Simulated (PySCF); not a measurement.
Gas-phase reaction: SnH2F2 + 2 F2 = SnF4 + 2 HF

Energies from PySCF, thermal terms from the rigid-rotor harmonic-oscillator model, ideal gas at 1 bar. † marks an energy on the PBE0/def2-TZVP geometry and frequencies; other levels use their own. MP2 and CCSD(T) freeze the core. All species are closed-shell singlets. Sn: scalar-relativistic def2 core potential, no spin-orbit coupling. SnH2F2: computed as isolated molecules; such fragments, hydroxides, amides, oligomers or adducts are transient or little studied in the gas. MP2 isn't extrapolated to the basis-set limit; its ΔH°(298 K) is -1139.3 kJ in def2-SVP and -1191.0 kJ in def2-TZVPP. CCSD(T) isn't extrapolated to the basis-set limit; its ΔH°(298 K) is -1062.9 kJ in def2-SVP and -1120.7 kJ in def2-TZVPP. The harmonic model lacks anharmonicity and excited electronic states, which grow with temperature; levels with a mode under 35 cm⁻¹ are left out.

```json
[
 {"level": "CCSD(T)/def2-SVP†", "ΔE electronic, kJ": "-1079", "ΔH°(298 K), kJ": "-1063", "ΔS°(298 K), J/K": "-24", "ΔG°(1600 K), kJ": "-1033"},
 {"level": "CCSD(T)/def2-TZVPP†", "ΔE electronic, kJ": "-1137", "ΔH°(298 K), kJ": "-1121", "ΔS°(298 K), J/K": "-24", "ΔG°(1600 K), kJ": "-1091"},
 {"level": "HF/def2-TZVP†", "ΔE electronic, kJ": "-1210", "ΔH°(298 K), kJ": "-1194", "ΔS°(298 K), J/K": "-24", "ΔG°(1600 K), kJ": "-1164"},
 {"level": "M06-2X/def2-TZVP†", "ΔE electronic, kJ": "-1178", "ΔH°(298 K), kJ": "-1162", "ΔS°(298 K), J/K": "-24", "ΔG°(1600 K), kJ": "-1132"},
 {"level": "MP2/def2-TZVPP†", "ΔE electronic, kJ": "-1208", "ΔH°(298 K), kJ": "-1191", "ΔS°(298 K), J/K": "-24", "ΔG°(1600 K), kJ": "-1161"},
 {"level": "PBE/def2-SVP", "ΔE electronic, kJ": "-990", "ΔH°(298 K), kJ": "-974", "ΔS°(298 K), J/K": "-21", "ΔG°(1600 K), kJ": "-947"},
 {"level": "PBE0/def2-TZVP", "ΔE electronic, kJ": "-1113", "ΔH°(298 K), kJ": "-1097", "ΔS°(298 K), J/K": "-24", "ΔG°(1600 K), kJ": "-1067"},
 {"level": "ωB97M-V/def2-TZVP†", "ΔE electronic, kJ": "-1119", "ΔH°(298 K), kJ": "-1102", "ΔS°(298 K), J/K": "-24", "ΔG°(1600 K), kJ": "-1072"}
]
```
ΔH° is lowest at HF/def2-TZVP† and highest at PBE/def2-SVP. No reference value is set beside these.
